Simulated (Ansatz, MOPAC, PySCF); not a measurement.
Complex: GeH4O2 (SMILES [OH][GeH2][OH]) (first 7 atoms) with CH4 (SMILES C); geometry from B3LYP-D3(BJ)/def2-TZVP.
(charge 0, multiplicity 1):
```csv
atom,x (Å),y (Å),z (Å)
O,1.0036,-0.9543,-0.0097
Ge,-0.4769,0.0225,-0.2424
O,-0.3037,1.5951,0.5834
H,1.7881,-0.5392,-0.3830
H,-0.6777,0.4025,-1.7147
H,-1.5773,-0.8407,0.3862
H,-0.1994,1.5004,1.5363
C,0.3812,-0.1175,3.5292
H,0.5535,-0.6589,4.4581
H,0.8506,0.8642,3.6014
H,0.8138,-0.6714,2.6972
H,-0.6936,-0.0060,3.3823
```

Monomers are frozen at their geometry in the pair; levels with a basis set take the counterpoise correction. Rows marked so take none.

Rows in 6-31G* carry no dispersion term and start afresh at each structure (6-31G* with six Cartesian d functions); the Pople sets are all-electron and without relativity. The state reached by PM7 isn't checked; PM7 holds dispersion and hydrogen-bond terms.

Codes used: Ansatz (Gaussian basis) for Hartree–Fock, density functionals and correlated methods; MOPAC for PM7 (differences of heats of formation); PySCF for 6-31G* rows, the dispersion terms. Values without a source in brackets are computed.

### Question
One of these levels gives -8.6 kJ/mol for the interaction energy. Which?
A. PM7
B. CAM-B3LYP/def2-TZVPPD
C. PBE-D3(BJ)/def2-TZVPPD
D. B3LYP/6-31G* (no counterpoise)

### Answer
C, PBE-D3(BJ)/def2-TZVPPD. The others give -6.2 (PM7), -4.6 (B3LYP/6-31G* (no counterpoise)), -2.8 (CAM-B3LYP/def2-TZVPPD)

Ansatz is a quantum-chemistry and plane-wave program.
